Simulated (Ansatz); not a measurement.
Reaction (ligand exchange at the Si–O bond): `B[SiH2]OBF` + `N[SiH3]` → `B[SiH2]N[SiH3]` + `OBF`

Gas-phase electronic energies from Ansatz, PBE0-D4/def2-TZVP geometries. CCSD(T)/CBS adds triple-zeta CCSD(T) − MP2 to the extrapolated MP2 energy (def2 sets, frozen cores). This one scheme is used for every species. DFT in def2-TZVPP. HSE06 is defined as in plane-wave codes. One conformer a species, not always the lowest.

| level | ΔE (kJ/mol) |
| --- | --- |
| PBE0-D4 | 25.7 |
| ωB97X-V | 31.0 |
| B2PLYP | 33.7 |
| PBE-QIDH | 28.5 |
| r2SCAN | 31.2 |
| r2SCANh | 31.3 |
| HSE06 | 28.1 |
| CAM-B3LYP | 36.5 |

Problem. What does CCSD(T)/CBS give? (Best estimate.)

Solution. The calculation gave: +29.7 kJ/mol. The listed levels differ from it by -4.0, 1.3, 4.0, -1.2, 1.5, 1.6, -1.6, 6.8 kJ/mol.

Problem. What do rigid-rotor, harmonic-oscillator terms from PBE0-D4/def2-TZVP frequencies (298.15 K, 1 bar) make of the CCSD(T)/CBS value? (An estimate is asked.)

Solution. Ansatz gave: ΔZPE = +1.6 kJ/mol, ΔH = +30.3 kJ/mol, ΔS = -3 J/(mol·K), ΔG = +31.0 kJ/mol. Modes under 50 cm⁻¹ make the entropy rough.

Largest T1 diagnostic among the species: 0.013.

Leaving LDA and LC-ωPBE aside and taking each functional with its dispersion term where it has one, the values, not all of them listed here, spread over 12.2 kJ/mol, from revPBE-D4 to CAM-B3LYP-D4. In def2-TZVPP, CCSD(T) changes the Hartree–Fock value by −13.9 kJ/mol (the triples alone add −2.1 kJ/mol) and MP2 by −14.4 kJ/mol. At CCSD(T), def2-SVP lies −11.3 kJ/mol from the extrapolated value and def2-TZVPP −0.8 kJ/mol.
